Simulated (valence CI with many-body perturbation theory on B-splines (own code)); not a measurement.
**Energy levels of In XXXV**

Level of theory: relativistic CI+MBPT: five valence electrons over a frozen Dirac-Fock core [Ne], a basis of 11 s, 11 p, 10 d, 8 f, 5 g, 2 h functions for each j, with the one-electron correlation potential Σ1, the two-electron term Σ2, the three-electron term Σ3, Breit, model QED; selected CI, second order for the rest, scaled by the run's own slope (own B-spline code, finite nucleus).

No measured spectrum was set against this ion. As an estimate, large intervals hold to a few tenths of a per cent, small ones and those within an open d or f shell to about a per cent. Among the levels kept, up to 4300 cm⁻¹ of a level comes from second order outside the variational space, and about a tenth of that is noise between levels of different J, which matters for small intervals.

Levels 91 to 135 of 169, with energies above the lowest level, (3s^2 3p1/2^2 3p3/2) J=3/2. "Leading %" is the weight of the configuration and term that name the level; weights of strongly mixed levels are sums over their largest components and can fall short. In the jj column 3d3/2^4 stands for four electrons in 3d with j = 3/2. Lifetimes count E1, E2, E3, M1 and M2 decay at the calculated energies, and are blank where another channel may lead or the interval is too uncertain; long ones can be off by a factor of two.

```tsv
No.	Configuration	Term	J	E (eV)	Leading %	Second component	Lifetime	Leading jj
91	3s²3p3d²	²P°	3/2	350.40	18	13 % 3s3p³3d ²P°	3.36 ps	3s 3p1/2 3p3/2^2 3d5/2 (46 %)
92	3s3p³3d	²D°	5/2	350.68	16	7 % 3s²3p3d² ⁴D°	4.19 ps	3s 3p1/2 3p3/2^2 3d3/2 (32 %)
93	3s3p³3d	⁴D°	3/2	351.65	19	16 % 3s3p³3d ²D°	3.36 ps	3s 3p1/2 3p3/2^2 3d5/2 (35 %)
94	3s²3p3d²	⁴G°	9/2	352.90	49	17 % 3s3p³3d ²G°	7.61 ps	3s^2 3p1/2 3d5/2^2 (33 %)
95	3s3p³3d	⁴P°	1/2	352.91	24	19 % 3s3p³3d ²P°	2.04 ps	3s 3p1/2 3p3/2^2 3d3/2 (58 %)
96	3s3p³3d	²F°	5/2	354.01	32	10 % 3s3p³3d ⁴P°	3.43 ps	3s 3p1/2 3p3/2^2 3d5/2 (45 %)
97	3s3p³3d	⁴D°	7/2	357.43	28	14 % 3s²3p3d² ⁴D°	3.66 ps	3s 3p1/2 3p3/2^2 3d5/2 (40 %)
98	3s3p³3d	²F°	7/2	358.86	27	23 % 3s3p³3d ⁴F°	4.40 ps	3s 3p1/2 3p3/2^2 3d5/2 (56 %)
99	3s²3p3d²	⁴D°	3/2	359.69	18	15 % 3s3p³3d ²D°	3.70 ps	3s 3p1/2 3p3/2^2 3d5/2 (38 %)
100	3s3p³3d	⁴D°	1/2	360.06	41	14 % 3s3p³3d ²P°	2.42 ps	3s 3p1/2 3p3/2^2 3d3/2 (63 %)
101	3s²3p3d²	⁴F°	5/2	360.81	22	15 % 3s3p³3d ²F°	2.72 ps	3s^2 3p1/2 3d3/2 3d5/2 (39 %)
102	3s3p³3d	²F°	5/2	361.51	18	10 % 3s3p³3d ²D°	2.78 ps	3s 3p1/2 3p3/2^2 3d3/2 (37 %)
103	3s²3p3d²	²H°	9/2	361.84	55	20 % 3s3p³3d ²G°	7.61 ps	3s^2 3p1/2 3d5/2^2 (38 %)
104	3s3p³3d	⁴D°	3/2	362.12	17	12 % 3s²3p3d² ⁴F°	2.27 ps	3s 3p1/2 3p3/2^2 3d3/2 (50 %)
105	3s²3p3d²	⁴P°	3/2	363.62	24	14 % 3s²3p3d² ⁴D°	2.16 ps	3s^2 3p1/2 3d3/2 3d5/2 (26 %)
106	3s²3p3d²	⁴D°	7/2	363.91	16	13 % 3s3p³3d ⁴D°	2.85 ps	3s 3p1/2 3p3/2^2 3d5/2 (37 %)
107	3s3p³3d	²F°	5/2	364.38	31	19 % 3s²3p3d² ²F°	4.44 ps	3s 3p1/2 3p3/2^2 3d5/2 (46 %)
108	3s3p³3d	⁴D°	1/2	365.67	26	13 % 3s3p³3d ²S°	3.77 ps	3s 3p1/2 3p3/2^2 3d5/2 (37 %)
109	3s3p³3d	²D°	3/2	368.11	34	15 % 3s²3p3d² ²P°	3.92 ps	3s 3p1/2 3p3/2^2 3d5/2 (53 %)
110	3s²3p3d²	²G°	7/2	371.31	26	24 % 3s²3p3d² ²F°	3.00 ps	3s^2 3p1/2 3d3/2 3d5/2 (31 %)
111	3s3p³3d	²D°	5/2	371.66	22	18 % 3s²3p3d² ⁴D°	3.18 ps	3s 3p1/2 3p3/2^2 3d5/2 (42 %)
112	3s3p³3d	⁴P°	3/2	372.88	13	12 % 3s²3p3d² ⁴P°	2.72 ps	3s 3p1/2 3p3/2^2 3d5/2 (40 %)
113	3s3p³3d	⁴P°	1/2	374.27	37	15 % 3s3p³3d ²P°	2.31 ps	3s 3p3/2^3 3d3/2 (45 %)
114	3s3p³3d	²F°	5/2	376.74	29	12 % 3s3p³3d ²D°	2.45 ps	3s 3p1/2 3p3/2^2 3d5/2 (57 %)
115	3s3p³3d	⁴P°	5/2	378.32	12	11 % 3s²3p3d² ²D°	11.5 ps	3s 3p3/2^3 3d5/2 (39 %)
116	3s²3p3d²	⁴P°	1/2	379.35	22	20 % 3s²3p3d² ²P°	2.95 ps	3s^2 3p3/2 3d3/2 3d5/2 (30 %)
117	3s3p³3d	²D°	3/2	380.01	25	9 % 3s3p³3d ⁴P°	2.43 ps	3s 3p1/2 3p3/2^2 3d5/2 (25 %)
118	3s3p³3d	²P°	3/2	382.91	39	14 % 3s²3p3d² ²D°	2.54 ps	3s 3p1/2 3p3/2^2 3d5/2 (38 %)
119	3s²3p3d²	²F°	7/2	383.10	25	20 % 3s3p³3d ²F°	3.87 ps	3s^2 3p3/2 3d3/2 3d5/2 (36 %)
120	3s3p³3d	²G°	9/2	384.80	34	26 % 3s3p³3d ⁴F°	5.80 ps	3s 3p3/2^3 3d5/2 (52 %)
121	3s²3p3d²	⁴G°	11/2	384.87	89	6 % 3s²3p3d² ²H°	8.80 ps	3s^2 3p3/2 3d5/2^2 (53 %)
122	3s²3p3d²	²D°	5/2	385.87	16	15 % 3s3p³3d ²D°	4.30 ps	3s 3p3/2^3 3d3/2 (36 %)
123	3s²3p3d²	²P°	1/2	389.04	42	9 % 3s²3p3d² ²S°	2.50 ps	3s^2 3p1/2 3d5/2^2 (29 %)
124	3s3p³3d	²F°	7/2	389.83	29	21 % 3s²3p3d² ⁴D°	4.92 ps	3s 3p3/2^3 3d5/2 (30 %)
125	3s²3p3d²	⁴G°	9/2	390.23	27	21 % 3s²3p3d² ²G°	3.13 ps	3s^2 3p3/2 3d3/2 3d5/2 (71 %)
126	3s²3p3d²	⁴F°	7/2	390.31	21	18 % 3s²3p3d² ²F°	2.94 ps	3s^2 3p3/2 3d3/2 3d5/2 (41 %)
127	3s²3p3d²	⁴D°	1/2	391.22	42	18 % 3s3p³3d ²P°	1.61 ps	3s^2 3p3/2 3d3/2^2 (48 %)
128	3s²3p3d²	⁴F°	5/2	392.05	29	24 % 3s²3p3d² ⁴D°	1.69 ps	3s^2 3p3/2 3d3/2^2 (47 %)
129	3s²3p3d²	⁴D°	3/2	392.65	32	18 % 3s²3p3d² ⁴F°	1.55 ps	3s^2 3p3/2 3d3/2^2 (58 %)
130	3s²3p3d²	⁴D°	5/2	394.06	29	29 % 3s²3p3d² ⁴P°	2.44 ps	3s^2 3p3/2 3d3/2 3d5/2 (68 %)
131	3s²3p3d²	²F°	7/2	395.01	47	29 % 3s²3p3d² ⁴D°	2.06 ps	3s^2 3p3/2 3d3/2^2 (38 %)
132	3s3p²3d²	⁶G	3/2	399.52	57	20 % 3s3p²3d² ⁴F	74.0 ps	3s 3p1/2^2 3d3/2^2 (75 %)
133	3s3p³3d	²P°	3/2	400.39	18	17 % 3s²3p3d² ⁴S°	1.45 ps	3s 3p1/2 3p3/2^2 3d3/2 (21 %)
134	3s²3p3d²	²H°	11/2	402.26	92	6 % 3s²3p3d² ⁴G°	8.16 ps	3s^2 3p3/2 3d3/2 3d5/2 (56 %)
135	3s3p³3d	²P°	3/2	402.82	25	14 % 3s3p³3d ²D°	3.98 ps	3s 3p3/2^3 3d5/2 (57 %)
```

Where two levels of one J and parity lie close, their mixing, g and order are uncertain.
